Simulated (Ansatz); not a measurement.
Born–Oppenheimer molecular dynamics of C₂H₁₀FN₃Si (17 atoms, charge 0, multiplicity 1). It starts from a relaxed structure.

All numbers below come from RKS PBE/6-31G (Ansatz 0.2.0).

* ensemble: NVT, Nosé–Hoover chain
* time step: 0.5 fs
* steps asked: 150
* set temperature: 500 K
* thermostat: time constant 20 fs, chain length 3
* seed: 239078

First frame:

```xyz
17
Properties=species:S:1:pos:R:3
Si -0.014 0.086 0.116
N 0.123 -0.137 1.853
H -0.565 -0.662 2.383
H 0.820 0.347 2.411
N 1.625 0.057 -0.481
H 2.351 -0.474 -0.009
H 1.860 0.369 -1.418
N -0.793 1.460 -0.677
C -2.213 1.464 -1.040
H -2.615 0.442 -0.977
H -2.812 2.127 -0.380
H -2.343 1.821 -2.082
C -0.126 2.758 -0.811
H -0.189 3.123 -1.857
H -0.590 3.532 -0.161
H 0.938 2.669 -0.539
F -1.071 -1.203 -0.297
```

Q: How far do the bonds stretch over the last three quarters of this one trajectory? (Pairs bonded in most of those frames.)

A: 
```tsv
bond	mean (Å)	spread (Å)	shortest	longest
Si1–N2	1.768	0.079	1.66	1.89
Si1–N5	1.770	0.044	1.70	1.84
Si1–N8	1.788	0.025	1.75	1.83
Si1–F17	1.733	0.037	1.67	1.78
N2–H3	1.021	0.012	1.00	1.04
N2–H4	1.019	0.009	1.00	1.03
N5–H6	1.023	0.041	0.96	1.09
N5–H7	1.024	0.038	0.97	1.08
N8–C9	1.482	0.025	1.43	1.52
N8–C13	1.478	0.021	1.46	1.53
C9–H10	1.099	0.018	1.07	1.13
C9–H11	1.120	0.054	1.03	1.21
C9–H12	1.111	0.017	1.08	1.15
C13–H14	1.109	0.015	1.08	1.14
C13–H15	1.118	0.034	1.06	1.18
C13–H16	1.107	0.019	1.07	1.14
```

Mean temperature of the second half: 459 K. The conserved energy stayed within 0.57 meV per atom of its start (net change 0.38 meV per atom), so the integration is sound. A run of 0.075 ps of so small a system gives no equilibrium averages. Limits of this set-up: no polarisation functions.

Time of the run: 16 min on 1 thread of Arm Neoverse V1, with other jobs on the host, peak memory 0.16 GiB.
